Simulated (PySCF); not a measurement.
Isomers of C5H16N2Si2.

All values: PBE0/def2-SVPD (PySCF) at PBE0-D3(BJ)/def2-SVP geometries, gas phase, one conformer each. Core orbitals are frozen in the response; Δα² is half the sum of the squared differences of the principal polarisabilities.

(1) Rank by HOMO–LUMO gap, highest first.
A. `[CH3:1][CH2:2][C:3]([CH3:4])([CH3:5])[SiH:6]1[NH:7][SiH2:8][NH:9]1` with C1–C2–C3–C4 64°, C2–C3–Si6–N7 83°
B. `[NH2:1][SiH2:2][CH2:3][SiH2:4][N:5]1[CH2:6][CH2:7][CH2:8][CH2:9]1` with H–N1–Si2–C3 -162° and 58°, N1–Si2–C3–Si4 40°, Si2–C3–Si4–N5 158°, C3–Si4–N5–C6 56°, Si4–N5–C6–C7 111°, N5–C6–C7–C8 23°, C6–C7–C8–C9 0°, C7–C8–C9–N5 -23°
C. `[CH3:1][CH2:2][C@@H:3]1[CH2:4][Si@H:5]([NH:6][CH3:7])[NH:8][SiH2:9]1` with C1–C2–C3–C4 -177°, C4–Si5–N6–C7 120°, C2–C3–C4–Si5 -165°, C3–C4–Si5–N6 149°, C4–Si5–N8–Si9 -9°, Si5–N8–Si9–C3 -9°
D. `[CH3:1][N:2]([CH3:3])[Si@@H:4]1[CH2:5][CH2:6][CH2:7][Si@@H:8]1[NH2:9]` with C1–N2–Si4–C5 -56°, C7–Si8–N9–H 152° and -68°, N2–Si4–C5–C6 -143°, Si4–C5–C6–C7 53°, C5–C6–C7–Si8 -53°, C6–C7–Si8–N9 149°
E. `[CH3:1][N:2]([CH3:3])[Si@@H:4]1[CH2:5][CH2:6][CH2:7][Si@H:8]1[NH2:9]` with C1–N2–Si4–C5 153°, C7–Si8–N9–H -71° and 148°, N2–Si4–C5–C6 -140°, Si4–C5–C6–C7 51°, C5–C6–C7–Si8 -56°, C6–C7–Si8–N9 -79°

(2) Rank by dipole moment, highest first.
A. `[NH2:1][SiH2:2][CH2:3][SiH2:4][N:5]1[CH2:6][CH2:7][CH2:8][CH2:9]1` with H–N1–Si2–C3 -162° and 58°, N1–Si2–C3–Si4 40°, Si2–C3–Si4–N5 158°, C3–Si4–N5–C6 56°, Si4–N5–C6–C7 111°, N5–C6–C7–C8 23°, C6–C7–C8–C9 0°, C7–C8–C9–N5 -23°
B. `[CH3:1][Si@:2]([NH2:3])([SiH3:4])[N:5]1[CH2:6][CH2:7][CH2:8][CH2:9]1` with C1–Si2–N3–H -153° and 62°, C1–Si2–N5–C6 -167°, Si2–N5–C6–C7 170°, N5–C6–C7–C8 37°, C6–C7–C8–C9 -39°, C7–C8–C9–N5 26°
C. `[CH3:1][CH2:2][CH2:3][Si@H:4]1[NH:5][Si@H:6]([CH2:7][CH3:8])[NH:9]1` with C1–C2–C3–Si4 180°, C2–C3–Si4–N5 66°, N5–Si6–C7–C8 -163°
D. `[CH3:1][N:2]([CH2:3][CH:4]1[CH2:5][CH2:6]1)[SiH2:7][NH:8][SiH3:9]` with C1–N2–C3–C4 -77°, N2–C3–C4–C5 -85°, C1–N2–Si7–N8 69°, N2–Si7–N8–Si9 -100°
E. `[CH3:1][CH2:2][CH2:3][Si@H:4]1[NH:5][Si@@H:6]([CH2:7][CH3:8])[NH:9]1` with C1–C2–C3–Si4 179°, C2–C3–Si4–N5 65°, N5–Si6–C7–C8 166°
F. `[CH3:1][N:2]([CH3:3])[Si@@H:4]1[CH2:5][CH2:6][CH2:7][Si@H:8]1[NH2:9]` with C1–N2–Si4–C5 153°, C7–Si8–N9–H -71° and 148°, N2–Si4–C5–C6 -140°, Si4–C5–C6–C7 51°, C5–C6–C7–Si8 -56°, C6–C7–Si8–N9 -79°

(3) Rank by HOMO energy, highest first.
A. `[CH3:1][CH2:2][C@@H:3]1[CH2:4][Si@H:5]([NH:6][CH3:7])[NH:8][SiH2:9]1` with C1–C2–C3–C4 -177°, C4–Si5–N6–C7 120°, C2–C3–C4–Si5 -165°, C3–C4–Si5–N6 149°, C4–Si5–N8–Si9 -9°, Si5–N8–Si9–C3 -9°
B. `[CH3:1][CH2:2][C:3]([CH3:4])([CH3:5])[SiH:6]1[NH:7][SiH2:8][NH:9]1` with C1–C2–C3–C4 64°, C2–C3–Si6–N7 83°
C. `[CH3:1][N:2]([CH2:3][CH:4]1[CH2:5][CH2:6]1)[SiH2:7][NH:8][SiH3:9]` with C1–N2–C3–C4 -77°, N2–C3–C4–C5 -85°, C1–N2–Si7–N8 69°, N2–Si7–N8–Si9 -100°
D. `[CH3:1][C@@H:2]1[CH2:3][SiH2:4][NH:5][Si@@H:6]1[N:7]([CH3:8])[CH3:9]` with N5–Si6–N7–C8 148°, C1–C2–C3–Si4 -164°, C2–C3–Si4–N5 31°, C3–Si4–N5–Si6 -12°, Si4–N5–Si6–N7 117°
E. `[CH3:1][Si@:2]([NH2:3])([SiH3:4])[N:5]1[CH2:6][CH2:7][CH2:8][CH2:9]1` with C1–Si2–N3–H -153° and 62°, C1–Si2–N5–C6 -167°, Si2–N5–C6–C7 170°, N5–C6–C7–C8 37°, C6–C7–C8–C9 -39°, C7–C8–C9–N5 26°

Results:

(1) C (6.99 eV), A (6.85 eV), B (6.50 eV), E (6.31 eV), D (6.06 eV).

(2) B (2.04 D), D (1.71 D), A (1.14 D), E (0.85 D), F (0.45 D), C (0.07 D).

(3) E (-5.85 eV), D (-6.14 eV), C (-6.36 eV), A (-6.51 eV), B (-6.92 eV).

All values together:

```
                       SMILES  μ (D)  HOMO (eV)  LUMO (eV)  α (Å³)  Δα (Å³)  ΔSCF removal energy (eV)
    CN(C)[Si@@H]1CCC[Si@@H]1N   1.23      -6.10      -0.04   19.45     4.59                      7.70
     CCC(C)(C)[SiH]1N[SiH2]N1   0.75      -6.92      -0.08   18.31     3.90                      8.52
CC[C@@H]1C[Si@@H](NC)N[SiH2]1   1.07      -6.55       0.40   18.68     4.57                      8.36
     CN(C)[Si@@H]1CCC[Si@H]1N   0.45      -6.11       0.20   19.42     4.23                      7.80
C[C@@H]1C[SiH2]N[Si@@H]1N(C)C   0.76      -6.14       0.44   18.64     3.94                      7.82
     C[Si@](N)([SiH3])N1CCCC1   2.04      -5.85       0.34   19.50     3.30                      7.44
        N[SiH2]C[SiH2]N1CCCC1   1.14      -6.14       0.36   19.01     6.25                      7.79
     CCC[Si@H]1N[Si@@H](CC)N1   0.85      -6.89       0.18   18.57     5.88                      8.50
      CN(CC1CC1)[SiH2]N[SiH3]   1.71      -6.36       0.20   18.82     3.96                      7.99
 CC[C@@H]1C[Si@H](NC)N[SiH2]1   1.03      -6.51       0.48   18.81     6.67                      8.18
 C[C@@H]1C[SiH2]N[Si@H]1N(C)C   0.87      -6.17       0.45   18.75     4.40                      7.82
      CCC[Si@H]1N[Si@H](CC)N1   0.07      -6.87       0.17   18.64     7.29                      8.47
```

Conformers: `[CH3:1][N:2]([CH3:3])[Si@@H:4]1[CH2:5][CH2:6][CH2:7][Si@@H:8]1[NH2:9]` with C1–N2–Si4–C5 -56°, C7–Si8–N9–H 152° and -68°, N2–Si4–C5–C6 -143°, Si4–C5–C6–C7 53°, C5–C6–C7–Si8 -53°, C6–C7–Si8–N9 149°; `[CH3:1][CH2:2][C:3]([CH3:4])([CH3:5])[SiH:6]1[NH:7][SiH2:8][NH:9]1` with C1–C2–C3–C4 64°, C2–C3–Si6–N7 83°; `[CH3:1][CH2:2][C@@H:3]1[CH2:4][Si@@H:5]([NH:6][CH3:7])[NH:8][SiH2:9]1` with C1–C2–C3–C4 -177°, C4–Si5–N6–C7 159°, C2–C3–C4–Si5 -167°, C3–C4–Si5–N6 -81°, C4–Si5–N8–Si9 -16°, Si5–N8–Si9–C3 -3°; `[CH3:1][N:2]([CH3:3])[Si@@H:4]1[CH2:5][CH2:6][CH2:7][Si@H:8]1[NH2:9]` with C1–N2–Si4–C5 153°, C7–Si8–N9–H -71° and 148°, N2–Si4–C5–C6 -140°, Si4–C5–C6–C7 51°, C5–C6–C7–Si8 -56°, C6–C7–Si8–N9 -79°; `[CH3:1][C@@H:2]1[CH2:3][SiH2:4][NH:5][Si@@H:6]1[N:7]([CH3:8])[CH3:9]` with N5–Si6–N7–C8 148°, C1–C2–C3–Si4 -164°, C2–C3–Si4–N5 31°, C3–Si4–N5–Si6 -12°, Si4–N5–Si6–N7 117°; `[CH3:1][Si@:2]([NH2:3])([SiH3:4])[N:5]1[CH2:6][CH2:7][CH2:8][CH2:9]1` with C1–Si2–N3–H -153° and 62°, C1–Si2–N5–C6 -167°, Si2–N5–C6–C7 170°, N5–C6–C7–C8 37°, C6–C7–C8–C9 -39°, C7–C8–C9–N5 26°; `[NH2:1][SiH2:2][CH2:3][SiH2:4][N:5]1[CH2:6][CH2:7][CH2:8][CH2:9]1` with H–N1–Si2–C3 -162° and 58°, N1–Si2–C3–Si4 40°, Si2–C3–Si4–N5 158°, C3–Si4–N5–C6 56°, Si4–N5–C6–C7 111°, N5–C6–C7–C8 23°, C6–C7–C8–C9 0°, C7–C8–C9–N5 -23°; `[CH3:1][CH2:2][CH2:3][Si@H:4]1[NH:5][Si@@H:6]([CH2:7][CH3:8])[NH:9]1` with C1–C2–C3–Si4 179°, C2–C3–Si4–N5 65°, N5–Si6–C7–C8 166°; `[CH3:1][N:2]([CH2:3][CH:4]1[CH2:5][CH2:6]1)[SiH2:7][NH:8][SiH3:9]` with C1–N2–C3–C4 -77°, N2–C3–C4–C5 -85°, C1–N2–Si7–N8 69°, N2–Si7–N8–Si9 -100°; `[CH3:1][CH2:2][C@@H:3]1[CH2:4][Si@H:5]([NH:6][CH3:7])[NH:8][SiH2:9]1` with C1–C2–C3–C4 -177°, C4–Si5–N6–C7 120°, C2–C3–C4–Si5 -165°, C3–C4–Si5–N6 149°, C4–Si5–N8–Si9 -9°, Si5–N8–Si9–C3 -9°; `[CH3:1][C@@H:2]1[CH2:3][SiH2:4][NH:5][Si@H:6]1[N:7]([CH3:8])[CH3:9]` with N5–Si6–N7–C8 49°, C1–C2–C3–Si4 -165°, C2–C3–Si4–N5 29°, C3–Si4–N5–Si6 -9°, Si4–N5–Si6–N7 -132°; `[CH3:1][CH2:2][CH2:3][Si@H:4]1[NH:5][Si@H:6]([CH2:7][CH3:8])[NH:9]1` with C1–C2–C3–Si4 180°, C2–C3–Si4–N5 66°, N5–Si6–C7–C8 -163°.

**Question.** By how much does the ΔSCF value exceed −ε(HOMO) over the species that have both?

**Answer.** By 1.59 to 1.81 eV, 1.65 eV on average, over 12 species.
